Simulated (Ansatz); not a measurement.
The first iterations of a band of CH4LiOSe (8 atoms, charge 1, multiplicity 1).

Computed with Ansatz, RHF/def2-SVP.

* movable images: 7
* climbing image: yes
* spring: 0.1 eV/Å²
* optimiser: quadratic models (default)
* start path: through a guess of the saddle point
* force threshold: 0.03 eV/Å
* iteration limit: 60
* end points: relaxed

Image 0:

```xyz
8
Properties=species:S:1:pos:R:3
Li -1.957 -2.747 -0.422
Se -1.978 -0.301 -0.046
O -0.064 -0.016 -0.536
C 0.841 0.572 0.428
H 0.003 0.407 -1.388
H 0.808 -0.061 1.307
H 1.834 0.568 -0.010
H 0.513 1.579 0.667
```

Image 8:

```xyz
8
Properties=species:S:1:pos:R:3
Li -0.438 -2.216 -0.630
Se -1.876 0.300 -0.241
O -0.252 -0.509 -0.065
C 0.827 0.241 0.508
H -1.563 0.938 -1.514
H 0.546 0.597 1.496
H 1.680 -0.430 0.584
H 1.077 1.079 -0.138
```

| iteration | highest image above the first end (eV) | largest band force component (eV/Å) |
| --- | --- | --- |
| 1 | 3.771 | 6.555 |
| 2 | 2.683 | 2.539 |
| 3 | 2.480 | 1.969 |
| 4 | 2.395 | 0.697 |
| 5 | 2.277 | 1.869 |
| 6 | 2.392 | 0.424 |

Task: Does the band converge within its limit, and where does its top end?

Result: The run converged. It ended after 18 iterations with the highest image 2.045 eV above the first end. Neighbouring images differ by up to 1.8 eV, so the band resolves the path poorly. Another band between the same ends (7 images) ends at a top of the same energy, where a vibrational analysis finds 1 clearly imaginary mode. The orbitals stay closed-shell, which can raise the energy where a bond breaks towards radicals; this wasn't checked here. Limits of this set-up: the dipole of an ion depends on the origin.

Run time: 3.9 min on 1 thread of Arm Neoverse V1, on a shared host, peak memory 0.21 GiB.
